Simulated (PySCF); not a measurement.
## Electronic structure of Ni+ (nickel, charge +1) at the PW91 level

Configuration: [Ar] 3d8 4p1, one real determinant (an excited configuration). Computed with PySCF 2.14 in aug-cc-pVTZ-DK (8s7p5d3f2g, 93 functions), with scalar relativity by spin-free X2C-1e.

```
Total energy                                                  : -1520.183 hartree
One-electron energy                                           : -2097.088 hartree
Hartree (Coulomb) energy                                      : 640.626 hartree
Exchange-correlation energy                                   : -63.721 hartree
⟨S²⟩                                                          : 3.7504
⟨L²⟩                                                          : 14.012
Sum of ⟨r⟩                                                    : 19.05 bohr
Sum of ⟨r²⟩                                                   : 27.74 bohr²
Traceless quadrupole moment −½Σ⟨3z² − r²⟩ along its main axis : -4.63 e·bohr²
Langevin diamagnetic susceptibility                           : -22.0 ×10⁻⁶ cm³/mol
```

| shell | electrons | mean orbital energy (eV) | spread (eV) | rms radius, mean of both spins (bohr) |
| --- | --- | --- | --- | --- |
| 1s α | 1 | -8217.6 | 0 | 0.0624 |
| 1s β | 1 | -8217.6 | 0 | 0.0624 |
| 2s α | 1 | -992.36 | 0 | 0.266 |
| 2s β | 1 | -991.21 | 0 | 0.266 |
| 2p α | 3 | -855.52 | 0.061 | 0.238 |
| 2p β | 3 | -854.63 | 0.102 | 0.238 |
| 3s α | 1 | -122.62 | 0 | 0.796 |
| 3s β | 1 | -120.17 | 0 | 0.796 |
| 3p α | 3 | -83.025 | 0.249 | 0.847 |
| 3p β | 3 | -80.618 | 0.326 | 0.847 |
| 3d α | 5 | -20.402 | 1.412 | 1.13 |
| 3d β | 3 | -18.687 | 0.295 | 1.13 |
| 4p α | 1 | -9.118 | 0 | 3.39 |

⟨L²⟩ = 14.01 against 20 for a pure G term, so this real determinant mixes terms.

Densities and radii are taken from the X2C orbitals without a picture-change correction, which distorts them close to the nucleus.
